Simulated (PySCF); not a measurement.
## Interval between two levels of Mo⁺ by level of theory

Mo⁺ [Kr] 4d5 [6S5/2, M_J = 5/2] → Mo⁺ [Kr] 4d4 5s1 [6D9/2, M_J = 9/2], as a difference of total energies. Calculation: PySCF 2.14, in x2c-TZVPall-2c; the two-component X2C-1e Hamiltonian. Correlated levels: [Ar] 3d10 frozen; the 6 highest virtual spinors dropped. "Screened" scales the spin-orbit matrix elements by Boettger's factors to mimic the two-electron term; Breit and QED terms are absent.

```csv
method,interval between two levels (cm⁻¹),error (cm⁻¹)
GHF (spin-free),12120,-1341
GMP2 (spin-free),11741,-1719
GHF (screened spin-orbit),12776,-685
GMP2 (screened spin-orbit),12441,-1020
```

Reference: 13461 cm⁻¹ (measured; NIST Handbook of Basic Atomic Spectroscopic Data (Sansonetti and Martin, J. Phys. Chem. Ref. Data 34, 1559 (2005))).

The spin-free rows relax to the high-spin LS determinant and lack the spin-orbit shift.

Errors of the correlated levels include the incompleteness of this basis and the frozen core.

The labels give the starting determinants; with spin-orbit coupling the two ends relaxed to ⟨J²⟩ = 8.75, ⟨L²⟩ = 0.01, ⟨S²⟩ = 8.75 and ⟨J²⟩ = 24.76, ⟨L²⟩ = 6.04, ⟨S²⟩ = 8.74.
